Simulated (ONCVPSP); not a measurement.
**cobalt (Co): ONCV pseudisation with PBE, scalar-relativistic reference atom.**

The input file (ONCVPSP 4.0.1):

```
# ATOM AND REFERENCE CONFIGURATION
# atsym  z   nc   nv     iexc    psfile
  Co 27.00    3    4        4      upf
#
#   n    l    f
    1    0    2.00
    2    0    2.00
    2    1    6.00
    3    0    2.00
    3    1    6.00
    3    2    7.50
    4    0    1.50
#
# PSEUDOPOTENTIAL AND OPTIMIZATION
# lmax
    2
#
#   l,   rc,      ep,       ncon, nbas, qcut
    0    1.25    0.00    3    7    9.40
    1    1.25    0.00    3    7   11.00
    2    0.90    0.00    5    9   19.00
#
# LOCAL POTENTIAL
# lloc, lpopt,  rc(5),   dvloc0
    4    5    0.70    4.00
#
# VANDERBILT-KLEINMAN-BYLANDER PROJECTORs
# l, nproj, debl
    0    2    2.00
    1    2    0.90
    2    2    3.90
#
# MODEL CORE CHARGE
# icmod, fcfact, rcfact
    3    3.25    1.20
#
# LOG DERIVATIVE ANALYSIS
# epsh1, epsh2, depsh
   -5.00    5.00    0.04
#
# OUTPUT GRID
# rlmax, drl
    6.00    0.01
#
# TEST CONFIGURATIONS
# ncnf
    4
# nvcnf
#   n    l    f
    4
    3    0    2.00
    3    1    6.00
    3    2    7.00
    4    0    2.00
#
    4
    3    0    2.00
    3    1    6.00
    3    2    7.00
    4    0    1.00
#
    4
    3    0    2.00
    3    1    6.00
    3    2    7.00
    4    0    0.00
#
    5
    3    0    2.00
    3    1    6.00
    3    2    7.00
    4    0    1.00
    4    1    1.00
#
```

Command:

```bash
oncvpsp.x < Co.dat > Co.out
```

The program printed (shortened: citation, most of the input echo, consistency checks and plot data are left out):

```
ONCVPSP  (Optimized Norm-Conservinng Vanderbilt PSeudopotential)
scalar-relativistic version 4.0.1

#   n    l    f        energy (Ha)
    1    0    2.00    -2.7894652E+02
    2    0    2.00    -3.2931154E+01
    2    1    6.00    -2.8189339E+01
    3    0    2.00    -3.6679046E+00
    3    1    6.00    -2.3194667E+00
    3    2    7.50    -2.2212581E-01
    4    0    1.50    -1.7973602E-01

Reference configufation results
  iterations    33
  all-electron total energy (Ha)   -1.39318126D+03

Begin loop to  construct optimized pseudo wave functions
and semi-local pseudopoentials for all angular momenta

Calculating optimized projector #   1

 for l=   0

    Fraction of norm inside rc  0.932497
    Optimizing pswf for qcut=   9.41 a_B^-1,  ecut=  44.26 Ha
    Residual kinetic energy error=  3.40D-06 Ha

    Energy error per electron        Cutoff
         Ha          eV             Ha
         0.01000     0.27211       19.93
         0.00100     0.02721       29.82
         0.00010     0.00272       36.32
         0.00001     0.00027       41.53

Calculating optimized projector #   2

 for l=   0

    Fraction of norm inside rc  0.032225
    Optimizing pswf for qcut=   9.41 a_B^-1,  ecut=  44.26 Ha
    Residual kinetic energy error=  1.56D-06 Ha

    Energy error per electron        Cutoff
         Ha          eV             Ha
         0.01000     0.27211        7.57
         0.00100     0.02721       24.24
         0.00010     0.00272       33.32
         0.00001     0.00027       39.61

WARNING wellstate: negative energy specified for n= 4 l=  1
WARNING scattering state with energy  0.25000000
WARNING will be used for the first projector

   Wellstate for l =  1  n =  4
     eigenvalue =   0.2500
     asymptotic potential =   0.7500
     half-point radius =  3.3385

Calculating optimized projector #   1

 for l=   1

    Fraction of norm inside rc  0.894069
    Optimizing pswf for qcut=  11.02 a_B^-1,  ecut=  60.68 Ha
    Residual kinetic energy error=  5.30D-08 Ha

    Energy error per electron        Cutoff
         Ha          eV             Ha
         0.01000     0.27211       29.35
         0.00100     0.02721       37.57
         0.00010     0.00272       44.67
         0.00001     0.00027       50.54

Calculating optimized projector #   2

 for l=   1

    Fraction of norm inside rc  0.047603
    Optimizing pswf for qcut=  11.02 a_B^-1,  ecut=  60.68 Ha
    Residual kinetic energy error=  9.80D-09 Ha

    Energy error per electron        Cutoff
         Ha          eV             Ha
         0.01000     0.27211       21.94
         0.00100     0.02721       31.12
         0.00010     0.00272       39.17
         0.00001     0.00027       46.05

   Wellstate for l =  2  n =  5
     eigenvalue =   3.6779
     asymptotic potential =   4.1779
     half-point radius =  2.5297

Calculating optimized projector #   1

 for l=   2

    Fraction of norm inside rc  0.466407
    Optimizing pswf for qcut=  18.98 a_B^-1,  ecut= 180.19 Ha
    Residual kinetic energy error=  3.20D-06 Ha

    Energy error per electron        Cutoff
         Ha          eV             Ha
         0.01000     0.27211      103.51
         0.00100     0.02721      128.50
         0.00010     0.00272      148.08
         0.00001     0.00027      165.46

Calculating optimized projector #   2

 for l=   2

    Fraction of norm inside rc  0.062905
    Optimizing pswf for qcut=  18.98 a_B^-1,  ecut= 180.19 Ha
    Residual kinetic energy error=  1.31D-06 Ha

    Energy error per electron        Cutoff
         Ha          eV             Ha
         0.01000     0.27211       96.92
         0.00100     0.02721      125.79
         0.00010     0.00272      148.57
         0.00001     0.00027      166.21

Construct Vanderbilt / Kleinmman-Bylander projectors

B matrix Hermiticity error, ll=   0
   1   2    3.3209E-04

  Orthonormal projector coefficients  1.6757E+01  2.5089E+00

B matrix Hermiticity error, ll=   1
   1   2    2.7956E-04

  Orthonormal projector coefficients  7.7065E+00  1.0695E+00

B matrix Hermiticity error, ll=   2
   1   2   -4.4163E-04

  Orthonormal projector coefficients -1.9579E+01 -4.6503E+00

Model core correction analysis
  based on d2Exc/dn_idn_j

d2excae - all-electron derivatives

   -4.303298D-02   -3.976291D-02   -2.761716D-02   -1.772909D-03
   -3.976314D-02   -3.800668D-02   -2.729062D-02   -2.134259D-03
   -2.761759D-02   -2.729088D-02   -2.474278D-02   -7.366260D-03
   -1.772722D-03   -2.133858D-03   -7.364123D-03   -3.293329D-02

d2excps - pseudofunction derivatives with no core correction

   -4.821462D-02   -4.041723D-02   -3.053088D-02   -2.191805D-03
   -4.041799D-02   -3.901018D-02   -3.007341D-02   -2.164524D-03
   -3.053194D-02   -3.007363D-02   -2.652109D-02   -7.496606D-03
   -2.191463D-03   -2.164119D-03   -7.494472D-03   -3.295979D-02

rms 2nd derivative error    2.011435E-03

rmatch, rhocmatch    0.3804   61.9848

Teter function model core charge with specified parameters

d2excps - pseudofunction derivatives with core correction

   -4.110909D-02   -3.889866D-02   -2.957505D-02   -1.755331D-03
   -3.889863D-02   -3.851607D-02   -2.960333D-02   -2.067330D-03
   -2.957529D-02   -2.960357D-02   -2.606861D-02   -7.437737D-03
   -1.755131D-03   -2.066926D-03   -7.435603D-03   -3.293320D-02

rms 2nd derivative error    1.264807E-03

Pseudoatom total energy -146.041426

Diagnostic tests using Vanderbilt-Kleinman-Bylander pseudopotentials
  1 or more projectors used as specified by nproj input data

   l    rcore       rmatch      e in        delta e   norm test  slope test

   0   1.2509859   1.2889685  -3.6679046   0.0000179   1.0002040   1.0001969
   0   1.2509859   1.2889685  -0.1797360   0.0000061   1.0000574   1.0000418

   1   1.2509859   1.2889685  -2.3194667  -0.0000020   1.0001625   1.0001745
   1   1.2509859   1.2889685   0.2500000   0.0000492   1.0003311   1.0003311

   2   0.9002507   0.9275842  -0.2221258   0.0000101   1.0001145   1.0000869
   2   0.9002507   0.9275842   3.6778742  -0.0000394   1.0004728   1.0004728

 Testing for bound ghosts
   n   l    E NL Schr. Eq   E Basis Diag.   E Cutoff

   1   0       -3.667887       -3.667885    121.32
   2   0       -0.179730        0.009409    121.32

   2   1       -2.319469       -2.319422    142.78

   3   2       -0.222116       -0.171724    545.98

 Testing for highly-localized positive-energy ghosts
       l    <radius>/rc     E Basis Diag.   E Cutoff

Test configuration 0

   n   l     f        eae           eps        diff
   1   0  2.0000 -278.94652011
   2   0  2.0000  -32.93115435
   2   1  6.0000  -28.18933915
   3   0  2.0000   -3.66790455   -3.66788663    1.79D-05
   3   1  6.0000   -2.31946675   -2.31946872   -1.97D-06
   3   2  7.5000   -0.22212581   -0.22211573    1.01D-05
   4   0  1.5000   -0.17973602   -0.17972991    6.11D-06

    Total energies and differences
      AE_ref= -1.39318126D+03  AE_tst= -1.39318126D+03  dif=  0.00D+00
      PS_ref= -1.46041426D+02  PS_tst= -1.46041426D+02  dif= -1.25D-12
      PSP excitation error=  1.25D-12

Test configuration 1

   n   l     f        eae           eps        diff
   1   0  2.0000 -279.04129361
   2   0  2.0000  -33.03777093
   2   1  6.0000  -28.29482653
   3   0  2.0000   -3.76330270   -3.76380207   -4.99D-04
   3   1  6.0000   -2.41210144   -2.41235490   -2.53D-04
   3   2  7.0000   -0.30149814   -0.30139042    1.08D-04
   4   0  2.0000   -0.20102196   -0.20104416   -2.22D-05

    Total energies and differences
      AE_ref= -1.39318126D+03  AE_tst= -1.39314596D+03  dif=  3.53D-02
      PS_ref= -1.46041426D+02  PS_tst= -1.46006172D+02  dif=  3.53D-02
      PSP excitation error=  4.72D-05

Test configuration 2

   n   l     f        eae           eps        diff
   1   0  2.0000 -279.36759378
   2   0  2.0000  -33.35691557
   2   1  6.0000  -28.61456758
   3   0  2.0000   -4.08745788   -4.08773649   -2.79D-04
   3   1  6.0000   -2.73676600   -2.73689553   -1.30D-04
   3   2  7.0000   -0.62324404   -0.62321050    3.35D-05
   4   0  1.0000   -0.46903058   -0.46903769   -7.11D-06

    Total energies and differences
      AE_ref= -1.39318126D+03  AE_tst= -1.39281409D+03  dif=  3.67D-01
      PS_ref= -1.46041426D+02  PS_tst= -1.45674253D+02  dif=  3.67D-01
      PSP excitation error= -4.15D-06

Test configuration 3

   n   l     f        eae           eps        diff
   1   0  2.0000 -279.74961545
   2   0  2.0000  -33.72818336
   2   1  6.0000  -28.98672406
   3   0  2.0000   -4.46431717   -4.46438471   -6.75D-05
   3   1  6.0000   -3.11384592   -3.11381505    3.09D-05
   3   2  7.0000   -0.99457889   -0.99467066   -9.18D-05

    Total energies and differences
      AE_ref= -1.39318126D+03  AE_tst= -1.39219723D+03  dif=  9.84D-01
      PS_ref= -1.46041426D+02  PS_tst= -1.45057352D+02  dif=  9.84D-01
      PSP excitation error= -4.90D-05

Test configuration 4

   n   l     f        eae           eps        diff
   1   0  2.0000 -279.10994443
   2   0  2.0000  -33.10266770
   2   1  6.0000  -28.35994905
   3   0  2.0000   -3.83167506   -3.83213510   -4.60D-04
   3   1  6.0000   -2.48066736   -2.48087628   -2.09D-04
   3   2  7.0000   -0.36797072   -0.36791300    5.77D-05
   4   0  1.0000   -0.24338002   -0.24339303   -1.30D-05
   4   1  1.0000   -0.07788095   -0.07788066    2.84D-07

    Total energies and differences
      AE_ref= -1.39318126D+03  AE_tst= -1.39298606D+03  dif=  1.95D-01
      PS_ref= -1.46041426D+02  PS_tst= -1.45846245D+02  dif=  1.95D-01
      PSP excitation error=  1.46D-05
```

The run took about 5.7 s on one core of a shared server CPU.
